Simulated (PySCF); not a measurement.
C₉H₁₇N.
Numbering: `[NH2:1][CH2:2][C@@H:3]1[CH2:4][C@H:5]2[CH2:6][CH2:7][C@@H:8]([CH2:9]1)[CH2:10]2`

NICS = −σ at a ghost point: NICS(0) at the centroid of the ring atoms, NICS(1) 1 Å to either side along the normal of their mean plane, zz for the tensor component along that normal. Level: GIAO PBE0/pcSseg-1 (PySCF, non-relativistic, gas phase) on the PBE0-D3(BJ)/def2-SVP geometry, one conformer.

Rings: 1. C3–C4–C5–C10–C8–C9; 2. C5–C6–C7–C8–C10.

| set | NICS(0) | NICS(1), two faces | NICS(1)zz, two faces |
| --- | --- | --- | --- |
| P | -6.5 | -4.0 / -4.8 | -6.2 / -14.6 |
| Q | -4.5 | -5.9 / -2.8 | -1.4 / 1.0 |

**Question.** Which set (ppm) belongs to which ring?

**Answer.** P = 2, Q = 1.
- 1 (6-membered carbocycle; formal bonds all single): mean NICS(1)zz -0.2 ppm, near zero. C3, C4, C5, C8, C9, C10 have four or more neighbours, and the NICS criterion for π rings isn't applied.
- 2 (5-membered carbocycle; formal bonds all single): mean NICS(1)zz -10.4 ppm, shielded. C5, C6, C7, C8, C10 have four or more neighbours, so the value isn't read as a sign of a π ring current.

**Question.** How do the rings differ in shape?

**Answer.** 
```json
{"ring": "1", "bond lengths (Å)": "1.530, 1.532, 1.531, 1.531, 1.531, 1.531", "rms pucker (Å)": "0.27", "HOMA": "–", "nearest outside atom to a NICS(1) probe (Å)": "carbon 1.37"}
{"ring": "2", "bond lengths (Å)": "1.541, 1.550, 1.541, 1.531, 1.531", "rms pucker (Å)": "0.22", "HOMA": "–", "nearest outside atom to a NICS(1) probe (Å)": "hydrogen 1.26"}
```
